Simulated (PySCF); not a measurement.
# Working out the ionisation energy of Be⁺

Be⁺ [He] 2s1 (2S) → Be²⁺ 1s2 (1S). All numbers are calculated (PySCF 2.14, scalar relativity by spin-free X2C-1e, in x2c-QZVPPall (7s4p2d1f, 36 functions)). Frozen: nothing. Energies in hartree (1 hartree = 27.21139 eV):

```csv
part,Be⁺ (lower),Be²⁺ (upper)
UHF,-14.279903,-13.613649
CCSD correlation,-0.022634,-0.020946
(T),-0.000021,0.000000
```

Task: What does Hartree-Fock give?

Result: (-13.613649) − (-14.279903) = 0.666254 hartree = 18.130 eV.

Task: What do CCSD and CCSD(T) give?

Result: The CCSD correlation energies differ by 0.001688 hartree = 0.046 eV and the triples by 0.000021 hartree = 0.001 eV, so CCSD gives 18.176 eV and CCSD(T) 18.177 eV.

Measured between the centres of the two terms (NIST): 18.211 eV, so CCSD(T) (valence and next inner shell) is off by -0.034 eV.

What remains against the reference includes basis incompleteness and higher excitations.
